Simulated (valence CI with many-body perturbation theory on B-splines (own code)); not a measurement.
# E1 transitions of Eu³⁰⁺

Level of theory: valence CI with perturbative core correlation (CI+MBPT): five valence electrons over a frozen Dirac-Fock core [Ar] 3d10, a basis of 11 s, 11 p, 10 d, 8 f, 5 g, 2 h functions for each j, with the one-electron correlation potential Σ1, the two-electron term Σ2, the three-electron term Σ3, Breit, model QED; selected CI, second order for the rest, scaled by the run's own slope (own B-spline code, finite nucleus).

No measured spectrum was set against this ion. As an estimate, large intervals hold to a few tenths of a per cent, small ones and those within an open d or f shell to about a per cent. Among the levels kept, up to 2000 cm⁻¹ of a level comes from second order outside the variational space, and about a tenth of that is noise between levels of different J, which matters for small intervals.

Lines 201 to 250 of 551 in falling wavelength, among levels below 2727100 cm⁻¹, chosen from the strongest by gf and those to the six lowest levels. Wavelengths and rates use the calculated energies. Electric multipoles are in the length gauge, E1 and E2 with the static RPA response of the core. Weak lines are less certain than strong ones. Lines between different terms over intervals too small for the method are left out, as are lines whose strength nearly cancels. Where a level lies close to another of its J and parity, the split of strength between their lines is uncertain. The highest levels of a list are the least certain.

Levels are named by their leading jj configuration (3d3/2^4 stands for four electrons in 3d with j = 3/2), which in mixed levels can hold well under half, so a name can repeat and another be missing. Letters in brackets count levels of one name in rising energy.

```csv
λ vac (Å),Upper,Lower,A (s⁻¹),S (a.u.) with core polarisation,S without
93.68,(4s^2 4p1/2 4d3/2 4d5/2) J=7/2 [b],(4s^2 4p1/2 4p3/2 4d5/2) J=5/2 [a],1.88e+10,6.12e-02,6.54e-02
93.68,(4s^2 4p1/2 4d3/2 4d5/2) J=3/2 [b],(4s^2 4p1/2 4p3/2 4d3/2) J=3/2 [b],1.18e+11,1.92e-01,2.04e-01
93.56,(4s^2 4p3/2^2 4f7/2) J=3/2,(4s^2 4p3/2^2 4d3/2) J=5/2,8.99e+10,1.45e-01,1.55e-01
93.55,(4s 4p1/2 4p3/2^2 4d5/2) J=3/2 [c],(4s 4p1/2 4p3/2^3) J=5/2,9.42e+10,1.52e-01,1.63e-01
93.38,(4s^2 4p1/2 4d5/2^2) J=3/2,(4s^2 4p1/2 4p3/2 4d3/2) J=1/2 [b],6.21e+10,9.98e-02,1.06e-01
93.38,(4s^2 4p1/2 4d5/2^2) J=5/2,(4s^2 4p1/2 4p3/2 4d5/2) J=5/2 [b],9.28e+10,2.24e-01,2.38e-01
93.30,(4s 4p1/2 4p3/2^2 4d5/2) J=3/2 [a],(4s 4p1/2 4p3/2^3) J=3/2 [a],9.65e+10,1.55e-01,1.64e-01
93.25,(4s^2 4p1/2 4p3/2 4d5/2) J=7/2 [b],(4s^2 4p1/2 4p3/2^2) J=5/2,1.82e+11,5.82e-01,6.18e-01
93.16,(4s 4p1/2 4p3/2^2 4d5/2) J=5/2 [f],(4s^2 4p1/2 4p3/2 4d3/2) J=5/2,8.53e+10,2.04e-01,2.18e-01
93.16,(4s^2 4p1/2 4p3/2 4f7/2) J=7/2 [a],(4s^2 4p1/2 4p3/2 4d5/2) J=5/2 [b],2.87e+10,9.15e-02,9.68e-02
93.05,(4s^2 4p1/2 4d3/2 4d5/2) J=3/2 [a],(4s^2 4p1/2 4p3/2 4d3/2) J=5/2,1.18e+11,1.88e-01,2.01e-01
93.01,(4s 4p1/2^2 4p3/2 4d5/2) J=7/2 [a],(4s 4p1/2^2 4p3/2^2) J=5/2,1.31e+11,4.15e-01,4.41e-01
92.91,(4s 4p1/2 4p3/2^2 4d3/2) J=5/2 [e],(4s^2 4p1/2 4p3/2 4d3/2) J=7/2,2.93e+10,6.97e-02,7.43e-02
92.89,(4s 4p3/2^3 4d5/2) J=5/2 [a],(4s^2 4p1/2 4p3/2 4d5/2) J=5/2 [c],5.14e+10,1.22e-01,1.30e-01
92.84,(4s^2 4p3/2 4d3/2 4d5/2) J=7/2 [b],(4s^2 4p3/2^2 4d3/2) J=5/2,3.91e+10,1.24e-01,1.31e-01
92.78,(4s^2 4p1/2 4d3/2 4d5/2) J=7/2 [b],(4s^2 4p1/2 4p3/2 4d5/2) J=9/2,3.49e+10,1.10e-01,1.17e-01
92.71,(4s^2 4p1/2 4p3/2 4f7/2) J=7/2 [b],(4s^2 4p1/2 4p3/2 4d5/2) J=7/2 [b],5.08e+10,1.60e-01,1.70e-01
92.63,(4s^2 4p1/2 4p3/2 4d3/2) J=1/2 [b],(4s^2 4p1/2 4p3/2^2) J=3/2,7.70e+10,6.04e-02,6.44e-02
92.30,(4s^2 4p1/2 4p3/2 4d5/2) J=5/2 [b],(4s^2 4p1/2 4p3/2^2) J=3/2,8.88e+09,2.07e-02,2.19e-02
92.27,(4s^2 4p3/2 4d3/2 4d5/2) J=7/2 [b],(4s^2 4p3/2^2 4d5/2) J=9/2,2.67e+10,8.29e-02,8.83e-02
92.20,(4s^2 4p1/2 4d3/2 4d5/2) J=9/2,(4s^2 4p1/2 4p3/2 4d3/2) J=7/2,3.56e+10,1.38e-01,1.47e-01
92.19,(4s^2 4p1/2 4d5/2^2) J=1/2,(4s^2 4p1/2 4p3/2 4d5/2) J=3/2 [b],3.74e+11,2.89e-01,3.08e-01
92.18,(4s 4p1/2 4p3/2^2 4d5/2) J=7/2 [c],(4s 4p1/2 4p3/2^3) J=5/2,1.00e+11,3.11e-01,3.30e-01
92.18,(4s^2 4p1/2 4p3/2 4f7/2) J=5/2 [b],(4s^2 4p1/2 4p3/2 4d5/2) J=3/2 [b],2.11e+11,4.89e-01,5.18e-01
92.10,(4s^2 4p1/2^2 4f7/2) J=7/2,(4s^2 4p1/2^2 4d5/2) J=5/2,1.21e+11,3.75e-01,3.95e-01
92.03,(4s 4p1/2 4p3/2^2 4d5/2) J=5/2 [e],(4s 4p1/2 4p3/2^3) J=5/2,1.20e+11,2.77e-01,2.95e-01
91.97,(4s 4p1/2 4p3/2^2 4d5/2) J=1/2 [b],(4s 4p1/2 4p3/2^3) J=1/2,2.83e+11,2.18e-01,2.32e-01
91.94,(4s 4p1/2 4p3/2^2 4d5/2) J=3/2 [g],(4s 4p1/2 4p3/2^3) J=3/2 [b],1.40e+11,2.14e-01,2.28e-01
91.92,(4s 4p1/2 4p3/2^2 4d5/2) J=7/2 [e],(4s^2 4p1/2 4p3/2 4d3/2) J=5/2,3.96e+10,1.21e-01,1.29e-01
91.80,(4s^2 4p1/2 4d3/2^2) J=1/2,(4s^2 4p1/2 4p3/2 4d3/2) J=1/2 [a],6.97e+10,5.33e-02,5.67e-02
91.68,(4s^2 4p1/2 4d5/2^2) J=7/2,(4s^2 4p1/2 4p3/2 4d5/2) J=7/2 [a],6.57e+10,2.00e-01,2.13e-01
91.68,(4s 4p1/2 4p3/2^2 4d5/2) J=3/2 [d],(4s 4p1/2 4p3/2^3) J=5/2,3.92e+10,5.97e-02,6.35e-02
91.58,(4s 4p1/2^2 4p3/2 4d5/2) J=5/2 [b],(4s^2 4p1/2^2 4d3/2) J=3/2,1.30e+11,2.96e-01,3.14e-01
91.56,(4s^2 4p1/2 4p3/2 4d5/2) J=1/2,(4s^2 4p1/2 4p3/2^2) J=1/2,4.15e+11,3.15e-01,3.35e-01
91.52,(4s^2 4p3/2 4d5/2^2) J=5/2,(4s^2 4p3/2^2 4d5/2) J=7/2,3.37e+11,7.65e-01,8.15e-01
91.42,(4s^2 4p1/2 4p3/2 4f7/2) J=5/2 [a],(4s^2 4p1/2 4p3/2 4d5/2) J=7/2 [b],2.72e+10,6.15e-02,6.57e-02
91.42,(4s^2 4p1/2 4d3/2 4d5/2) J=3/2 [a],(4s^2 4p1/2 4p3/2 4d3/2) J=1/2 [a],3.44e+10,5.18e-02,5.51e-02
91.30,(4s^2 4p1/2 4d3/2 4d5/2) J=3/2 [a],(4s^2 4p1/2 4p3/2 4d3/2) J=3/2 [a],1.16e+11,1.74e-01,1.85e-01
91.30,(4s 4p1/2 4p3/2^2 4d5/2) J=5/2 [c],(4s 4p1/2 4p3/2^3) J=3/2 [a],9.50e+10,2.14e-01,2.27e-01
91.24,(4s 4p1/2 4p3/2^2 4d5/2) J=1/2 [c],(4s 4p1/2 4p3/2^3) J=3/2 [b],2.19e+11,1.64e-01,1.75e-01
91.18,(4s 4p1/2 4p3/2^2 4d3/2) J=3/2 [b],(4s 4p1/2^2 4p3/2^2) J=1/2,3.46e+10,5.18e-02,5.52e-02
91.16,(4s 4p3/2^3 4d3/2) J=1/2 [a],(4s^2 4p1/2 4p3/2 4d5/2) J=3/2 [a],1.11e+11,8.31e-02,8.85e-02
91.15,(4s^2 4p1/2 4p3/2 4f7/2) J=3/2,(4s^2 4p1/2 4p3/2 4d5/2) J=1/2,3.75e+11,5.61e-01,5.96e-01
91.13,(4s^2 4p1/2 4p3/2 4d5/2) J=3/2 [a],(4s^2 4p1/2 4p3/2^2) J=3/2,1.33e+11,1.99e-01,2.12e-01
91.02,(4s^2 4p3/2^2 4f5/2) J=7/2,(4s^2 4p3/2^2 4d3/2) J=5/2,3.88e+10,1.15e-01,1.23e-01
90.96,(4s^2 4p3/2^2 4d5/2) J=1/2,(4s^2 4p3/2^3) J=3/2,5.54e+11,4.12e-01,4.39e-01
90.94,(4s^2 4p3/2 4d3/2^2) J=1/2,(4s 4p3/2^4) J=1/2,1.38e+11,1.03e-01,1.09e-01
90.89,(4s^2 4p1/2 4p3/2 4f5/2) J=3/2 [b],(4s^2 4p1/2 4p3/2 4d5/2) J=3/2 [a],1.71e+11,2.54e-01,2.70e-01
90.86,(4s^2 4p1/2 4d5/2^2) J=3/2,(4s^2 4p1/2 4p3/2 4d3/2) J=3/2 [b],8.47e+10,1.25e-01,1.33e-01
90.84,(4s^2 4p1/2 4d3/2 4d5/2) J=1/2,(4s^2 4p1/2 4p3/2 4d3/2) J=1/2 [a],1.33e+11,9.84e-02,1.05e-01
```
